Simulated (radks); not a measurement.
The numbers below are computed, except where a source is named.
All-electron atom: the ruthenium ion Ru3+ in [Kr] 4d3 5p2 (not the ground configuration). Code: a radial shooting solver on a logarithmic mesh with Libxc functionals. Model: scalar-relativistic Kohn-Sham, LDA (Slater exchange, Perdew-Wang correlation), spin-polarised, spherical densities, point nucleus; open shells are filled with parallel spins first (spin-orbit coupling, left out, can overturn this in heavy ions). Some entries of the table are withheld. Estimate them.

orbital  occ.  eigenvalue (eV)  r(max) (bohr)
1s up       1        -21957.33        0.02174
1s down     1        -21957.25        0.02174
2s up       1        -3200.844         0.1231
2s down     1        -3200.245         0.1231
2p up       3        -2873.824        0.09826
2p down     3        -2873.325        0.09826
3s up       1        -603.5984         0.3620
3s down     1        -603.1254         0.3620
3p up       3        -496.1966         0.3550
3p down     3        -495.6809         0.3550
3d up       5        -322.9798         0.3003
3d down     5        -322.3212         0.3004
4s up       1        -124.0785         0.9071
4s down     1        -121.3946         0.9049
4p up       3              (1)         0.9689
4p down     3              (2)         0.9661
4d up       3         -48.3292          1.132
4d down     0         -45.3136          1.127
5p up       2         -27.2396          2.478
5p down     0         -24.4973          2.511

Answer. 
(1) 4p up eigenvalue (eV): -93.2728
(2) 4p down eigenvalue (eV): -90.4660
